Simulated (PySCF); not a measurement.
Isomers of C9H9P. Level of theory: PySCF 2.14.0, PBE0-D3(BJ)/def2-SVP geometry optimisation, gas phase. One conformer each; no zero-point energy, no entropy. No frequencies were run at this level. Point groups hold within 0.08 Å.

Question: Rank from lowest to highest electronic energy at this level (kcal/mol).
A. `c1ccc2cc(C)[pH]c2c1`
B. `C#CC1=C(C)C=C(C)C=P1`

Answer: A (0.0), B (46.2).

```
           SMILES      E (Eh)  E rel (kcal/mol)  dipole (D)  point group       A, B, C (MHz)
Cc1cc2ccccc2[pH]1  -688.84583               0.0        0.94            –  2754, 857.8, 660.2
  C#Cc1pcc(C)cc1C  -688.77223              46.2        2.34            –  2059, 890.3, 626.4
```

Question: How do the relative energies change in single points at PBE0/pcSseg-1 (no added dispersion term) on the same geometries?

Answer: 
| SMILES | PBE0-D3(BJ)/def2-SVP (kcal/mol) | PBE0/pcSseg-1 (kcal/mol) | shift |
| --- | --- | --- | --- |
| Cc1cc2ccccc2[pH]1 | 0.0 | 0.0 | 0.0 |
| C#Cc1pcc(C)cc1C | 46.2 | 43.3 | -2.9 |

Each column counts from its own lowest isomer. The order is unchanged; the largest shift is 2.9 kcal/mol.
